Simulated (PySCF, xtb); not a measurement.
Si(H)2(OH)(SeH) (H₄OSeSi), SMILES [SiH2]([SeH])O.

GFN2-xTB run with xtb at its own geometry gives an orbital gap of 4.74 eV and a dipole moment of 2.76 D.

The structure is a stationary point at ωB97X-D3(BJ)/def2-SVP. One conformer was computed; it need not be the lowest.

Task: What does CAM-B3LYP/def2-TZVPD (PySCF) give? (An estimate is asked for; the answer gives what the named calculation found.)

Result: gap 8.86 eV (levels -8.58 and 0.28 eV), dipole 0.65 D.
